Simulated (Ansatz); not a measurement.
Compare A (`C[SiH2]BN`) with its isomer B (`CNB[SiH3]`).

Computed with Ansatz on PBE0-D4/def2-TZVP structures; ΔE is electronic, products minus reactants. CCSD(T)/CBS adds triple-zeta CCSD(T) − MP2 to the extrapolated MP2 energy (def2 sets, frozen cores). Functionals use def2-TZVPP. B3LYP here is the variant with VWN-RPA as its local correlation; programs differ in this. One conformer a species, not always the lowest.

A:

```xyz
12

C    -0.544   -1.929   -0.258
Si    0.624   -0.462   -0.414
B     0.113    1.065    0.802
N    -0.103    2.338    0.298
H    -1.563   -1.647   -0.532
H    -0.233   -2.751   -0.907
H    -0.562   -2.296    0.771
H     0.650   -0.009   -1.842
H     2.011   -0.920   -0.096
H    -0.022    0.916    1.986
H    -0.354    3.127    0.872
H    -0.017    2.568   -0.679
```

B:

```xyz
12

C     1.206    0.850   -1.541
N     0.649    0.087   -0.445
B    -0.613    0.222    0.107
Si   -1.188   -0.953    1.638
H     2.106    1.390   -1.232
H     0.467    1.574   -1.880
H     1.470    0.202   -2.382
H     1.282   -0.607   -0.075
H    -1.335    1.059   -0.363
H    -1.542   -0.152    2.846
H    -2.390   -1.764    1.289
H    -0.110   -1.908    2.039
```

Which is lower in electronic energy at CCSD(T)/CBS, and by how much? (Estimate.)

Ansatz gave: A, by 64.2 kJ/mol.

Give E(B) − E(A) in kJ/mol with B3LYP, MP2/def2-TZVPP, CCSD(T)/def2-SVP, LDA (SPW92), B3LYP-D4, BLYP-D4, PBE0-D4. (Best estimate.)

Ansatz gave: B3LYP 60.5, MP2/def2-TZVPP 66.2, CCSD(T)/def2-SVP 45.5, LDA (SPW92) 57.0, B3LYP-D4 61.0, BLYP-D4 58.9, PBE0-D4 63.3. None reverses the order clearly.

Does the order hold for the free energy at 298.15 K (harmonic terms from PBE0-D4)? (Best estimate.)

The calculation gave: Yes: G(B) − G(A) = +62.6 kJ/mol, for one conformer each.

Largest T1 diagnostic: 0.014.

At CCSD(T), def2-SVP lies −18.7 kJ/mol from the extrapolated value and def2-TZVPP −2.5 kJ/mol. Leaving LDA and LC-ωPBE aside and taking each functional with its dispersion term where it has one, the values, not all of them listed here, spread over 7.3 kJ/mol, from BLYP-D4 to r2SCAN0-D4. LDA lies −4.0 kJ/mol from PBE without D4.
